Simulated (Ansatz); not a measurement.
Reaction (ligand exchange at the Si–C bond): `N=C([SiH3])[SiH2]N` + H₂Se → `[SiH3][SeH]` + `N=C[SiH2]N`

Program: Ansatz. Geometries: PBE0-D4/def2-TZVP. ΔE: electronic, gas phase. CCSD(T)/CBS adds triple-zeta CCSD(T) − MP2 to the extrapolated MP2 energy (def2 sets, frozen cores). DFT in def2-TZVPP. For Se outer-core shells are correlated without core-valence functions, which leaves a few kJ/mol of doubt a bond. Scalar relativity is left out up to krypton. Each species was taken in one conformer, which may not be the lowest.

| level | ΔE (kJ/mol) |
| --- | --- |
| r2SCAN-D4 | -68.4 |
| ωB97X-V | -68.7 |
| B2PLYP | -70.2 |
| HF/def2-TZVPP | -81.7 |
| CCSD(T)/def2-TZVPP | -66.3 |
| HF/def2-QZVPP | -81.3 |
| MP2/def2-QZVPP | -72.3 |
| MP2/CBS(def2) | -74.1 |

Task: What does CCSD(T)/CBS give? (An estimate is asked.)

Result: The calculation gave: -70.1 kJ/mol. The listed levels differ from it by 1.7, 1.4, -0.1, -11.6, 3.8, -11.2, -2.2, -4.0 kJ/mol.

Largest T1 diagnostic among the species: 0.013.

The D4 term adds +5.7 kJ/mol with B3LYP and +3.5 kJ/mol with PBE0; it sums over pairs of atoms, weighted by their polarisabilities, and B3LYP, whose exchange is more repulsive, gets the larger term. In def2-TZVPP, CCSD(T) changes the Hartree–Fock value by +15.5 kJ/mol (the triples alone add +2.9 kJ/mol) and MP2 by +11.4 kJ/mol. From PBE to PBE0 (25 % exact exchange), in def2-TZVPP and without D4, ΔE moves by −5.1 kJ/mol.

B3LYP here is the variant with VWN-RPA as its local correlation; programs differ in this.
